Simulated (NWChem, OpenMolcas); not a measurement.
# OpenMolcas → NWChem

OpenMolcas 26.06 runs this on SiH2Br2 (SMILES Br[SiH2]Br):

struct.xyz:
```
5

Br    -1.672690    -1.239290     0.362310
Si     0.158230    -0.046290     0.054680
Br    -0.295570     1.814160    -1.042010
H      1.103430    -0.843230    -0.751710
H      0.706590     0.314640     1.376730
```

mol.input:
```
&GATEWAY
BasLib=$CurrDir
Coord=struct.xyz
Basis=def2-SVP
Group=NoSym
&SEWARD
GridInput
Grid=UltraFine
End of Grid
&SCF
KSDFT=SVWN5
Thresholds=1e-10 1e-07 1e-07 1e-05
PrOrbitals=1 2
&ALASKA
```

```bash
$ export MOLCAS_MEM=1860
$ pymolcas mol.input > mol.log
```

(Basis files named in the input come from the Basis Set Exchange and aren't shown.)

The coordinates come from a PBE0-D4/def2-TZVP relaxation.

It gives a total energy of -5430.103604 Eh.

Task: How is this level of theory, on these atoms, set up in NWChem 7.3.0 as an input file of the program's own?

Result: This input was run:

calc.xyz:
```
5
Br2H2Si
Br    -1.672690    -1.239290     0.362310
Si     0.158230    -0.046290     0.054680
Br    -0.295570     1.814160    -1.042010
H      1.103430    -0.843230    -0.751710
H      0.706590     0.314640     1.376730
```

calc.nw:
```
start calc
title "Br2H2Si"
memory 2200 mb

geometry noautosym nocenter noautoz
   load calc.xyz
end

basis spherical bse
   * library def2-SVP
end

dft
   xc slater vwn_5
   grid fine
   convergence energy 1e-08
   maxiter 100
   mulliken
end

task dft gradient
```

```bash
$ nwchem calc.nw > calc.out
```

Its energy is -5430.103613 Eh, 0.009 mEh from the first.
